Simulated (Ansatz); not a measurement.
Cu₄S₃. Charge 0, multiplicity 1. Geometry r2SCAN-D4/def2-SVP.

| atom | x (Å) | y (Å) | z (Å) |
| --- | --- | --- | --- |
| Cu1 | -1.081 | -1.179 | 0.114 |
| Cu2 | 0.483 | -0.290 | -1.497 |
| Cu3 | -0.711 | 1.300 | 0.289 |
| Cu4 | 1.217 | -0.050 | 0.888 |
| S5 | -1.658 | 0.351 | -1.459 |
| S6 | 0.985 | -2.006 | -0.096 |
| S7 | 0.764 | 1.873 | 1.762 |

The 6-31G sets use Cartesian d functions. B3LYP takes the VWN-RPA correlation. The restricted singlet is unstable towards broken spin symmetry in Hartree–Fock (as tested in another run); at revPBE-D4/def2-TZVP, r2SCAN-D4/def2-TZVP, B3LYP-D4/6-31G, PBE0-D4/def2-SVP and others this wasn't settled. At revPBE-D4/def2-TZVP an occupied level lies above an empty one. At PBE0-D4/def2-SVP a triplet of charge 0 lies 0.73 eV below the restricted singlet at the same geometry. The structure comes from a short search, and lower isomers may exist.

(1) Estimate the orbital energies around the gap (eV) in Ansatz with revPBE-D4/def2-TZVP, r2SCAN-D4/def2-TZVP, B3LYP-D4/6-31G, PBE0-D4/def2-SVP, CAM-B3LYP-D4/def2-TZVP.

Results:

(1) 
```json
{"orbital": "HOMO−13", "revPBE-D4/def2-TZVP": "-7.33", "r2SCAN-D4/def2-TZVP": "-7.63", "B3LYP-D4/6-31G": "-8.32", "PBE0-D4/def2-SVP": "-9.17", "CAM-B3LYP-D4/def2-TZVP": "-10.96"}
{"orbital": "HOMO−12", "revPBE-D4/def2-TZVP": "-7.29", "r2SCAN-D4/def2-TZVP": "-7.62", "B3LYP-D4/6-31G": "-8.24", "PBE0-D4/def2-SVP": "-9.08", "CAM-B3LYP-D4/def2-TZVP": "-10.87"}
{"orbital": "HOMO−11", "revPBE-D4/def2-TZVP": "-7.25", "r2SCAN-D4/def2-TZVP": "-7.55", "B3LYP-D4/6-31G": "-8.21", "PBE0-D4/def2-SVP": "-9.00", "CAM-B3LYP-D4/def2-TZVP": "-10.77"}
{"orbital": "HOMO−10", "revPBE-D4/def2-TZVP": "-7.24", "r2SCAN-D4/def2-TZVP": "-7.55", "B3LYP-D4/6-31G": "-8.16", "PBE0-D4/def2-SVP": "-8.98", "CAM-B3LYP-D4/def2-TZVP": "-10.73"}
{"orbital": "HOMO−9", "revPBE-D4/def2-TZVP": "-7.04", "r2SCAN-D4/def2-TZVP": "-7.34", "B3LYP-D4/6-31G": "-8.02", "PBE0-D4/def2-SVP": "-8.89", "CAM-B3LYP-D4/def2-TZVP": "-10.67"}
{"orbital": "HOMO−8", "revPBE-D4/def2-TZVP": "-6.99", "r2SCAN-D4/def2-TZVP": "-7.31", "B3LYP-D4/6-31G": "-7.96", "PBE0-D4/def2-SVP": "-8.80", "CAM-B3LYP-D4/def2-TZVP": "-10.58"}
{"orbital": "HOMO−7", "revPBE-D4/def2-TZVP": "-6.94", "r2SCAN-D4/def2-TZVP": "-7.24", "B3LYP-D4/6-31G": "-7.93", "PBE0-D4/def2-SVP": "-8.78", "CAM-B3LYP-D4/def2-TZVP": "-10.57"}
{"orbital": "HOMO−6", "revPBE-D4/def2-TZVP": "-6.82", "r2SCAN-D4/def2-TZVP": "-7.11", "B3LYP-D4/6-31G": "-7.77", "PBE0-D4/def2-SVP": "-8.04", "CAM-B3LYP-D4/def2-TZVP": "-9.57"}
{"orbital": "HOMO−5", "revPBE-D4/def2-TZVP": "-6.55", "r2SCAN-D4/def2-TZVP": "-6.80", "B3LYP-D4/6-31G": "-7.37", "PBE0-D4/def2-SVP": "-7.60", "CAM-B3LYP-D4/def2-TZVP": "-8.99"}
{"orbital": "HOMO−4", "revPBE-D4/def2-TZVP": "-6.39", "r2SCAN-D4/def2-TZVP": "-6.65", "B3LYP-D4/6-31G": "-7.27", "PBE0-D4/def2-SVP": "-7.49", "CAM-B3LYP-D4/def2-TZVP": "-8.99"}
{"orbital": "HOMO−3", "revPBE-D4/def2-TZVP": "-6.25", "r2SCAN-D4/def2-TZVP": "-6.53", "B3LYP-D4/6-31G": "-7.18", "PBE0-D4/def2-SVP": "-7.42", "CAM-B3LYP-D4/def2-TZVP": "-8.89"}
{"orbital": "HOMO−2", "revPBE-D4/def2-TZVP": "-6.00", "r2SCAN-D4/def2-TZVP": "-6.24", "B3LYP-D4/6-31G": "-6.81", "PBE0-D4/def2-SVP": "-7.16", "CAM-B3LYP-D4/def2-TZVP": "-8.66"}
{"orbital": "HOMO−1", "revPBE-D4/def2-TZVP": "-5.93", "r2SCAN-D4/def2-TZVP": "-6.15", "B3LYP-D4/6-31G": "-6.72", "PBE0-D4/def2-SVP": "-6.98", "CAM-B3LYP-D4/def2-TZVP": "-8.48"}
{"orbital": "HOMO", "revPBE-D4/def2-TZVP": "-5.47", "r2SCAN-D4/def2-TZVP": "-5.69", "B3LYP-D4/6-31G": "-6.23", "PBE0-D4/def2-SVP": "-6.37", "CAM-B3LYP-D4/def2-TZVP": "-7.57"}
{"orbital": "LUMO", "revPBE-D4/def2-TZVP": "-5.50", "r2SCAN-D4/def2-TZVP": "-5.68", "B3LYP-D4/6-31G": "-5.15", "PBE0-D4/def2-SVP": "-5.14", "CAM-B3LYP-D4/def2-TZVP": "-4.64"}
{"orbital": "LUMO+1", "revPBE-D4/def2-TZVP": "-2.93", "r2SCAN-D4/def2-TZVP": "-2.82", "B3LYP-D4/6-31G": "-2.68", "PBE0-D4/def2-SVP": "-1.94", "CAM-B3LYP-D4/def2-TZVP": "-1.33"}
{"orbital": "LUMO+2", "revPBE-D4/def2-TZVP": "-2.47", "r2SCAN-D4/def2-TZVP": "-2.38", "B3LYP-D4/6-31G": "-2.07", "PBE0-D4/def2-SVP": "-1.34", "CAM-B3LYP-D4/def2-TZVP": "-0.71"}
{"orbital": "LUMO+3", "revPBE-D4/def2-TZVP": "-1.42", "r2SCAN-D4/def2-TZVP": "-1.33", "B3LYP-D4/6-31G": "-0.95", "PBE0-D4/def2-SVP": "-0.14", "CAM-B3LYP-D4/def2-TZVP": "0.24"}
{"orbital": "LUMO+4", "revPBE-D4/def2-TZVP": "-1.00", "r2SCAN-D4/def2-TZVP": "-0.85", "B3LYP-D4/6-31G": "-0.71", "PBE0-D4/def2-SVP": "0.16", "CAM-B3LYP-D4/def2-TZVP": "0.71"}
{"orbital": "LUMO+5", "revPBE-D4/def2-TZVP": "-0.88", "r2SCAN-D4/def2-TZVP": "-0.66", "B3LYP-D4/6-31G": "-0.41", "PBE0-D4/def2-SVP": "0.28", "CAM-B3LYP-D4/def2-TZVP": "0.81"}
```
